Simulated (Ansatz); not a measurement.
Start from `[OH][Ti]([F])([F])[SeH]` and change one atom or group to get `[NH2][Ti]([OH])([F])[F]`.

Ansatz, PBE0-D4/def2-TZVP geometries, multiplicity 1. Each molecule was computed in one conformer, which needn't be the lowest.

Scalar relativity is left out up to krypton.

| property | `[OH][Ti]([F])([F])[SeH]` |
| --- | --- |
| LUMO energy (PBE0/def2-TZVPP) / eV | -2.57 |
| size of the dipole moment (B3LYP/def2-TZVPP) / D | 2.06 |
| HOMO energy (PBE/def2-TZVPP) / eV | -6.33 |
| HOMO–LUMO gap (PBE/def2-TZVPP) / eV | 2.84 |
| HOMO–LUMO gap (ωB97M-V/def2-TZVPP) / eV | 9.22 |
| HOMO energy (PBE0/def2-TZVPP) / eV | -7.48 |

Task: What does the change do to each property? (Estimate.)

Result: Ansatz gave: 
| property | `[NH2][Ti]([OH])([F])[F]` | shift |
| --- | --- | --- |
| LUMO energy (PBE0/def2-TZVPP) / eV | -1.90 | 0.67 |
| size of the dipole moment (B3LYP/def2-TZVPP) / D | 2.64 | 0.58 |
| HOMO energy (PBE/def2-TZVPP) / eV | -6.61 | -0.28 |
| HOMO–LUMO gap (PBE/def2-TZVPP) / eV | 3.69 | 0.85 |
| HOMO–LUMO gap (ωB97M-V/def2-TZVPP) / eV | 10.88 | 1.66 |
| HOMO energy (PBE0/def2-TZVPP) / eV | -8.08 | -0.60 |

With PBE0 the HOMO falls by 0.60 eV and the LUMO rises by 0.67 eV, so the gap widens by about 1.27 eV. PBE moves the HOMO by -0.28 eV and ωB97M-V by -0.89 eV. Dipoles are sizes alone; their direction can turn.

B3LYP here is the variant with VWN-RPA as its local correlation; programs differ in this.

Spin–orbit coupling is left out; it splits and shifts lone-pair levels of the heavy atoms by tenths of an eV.
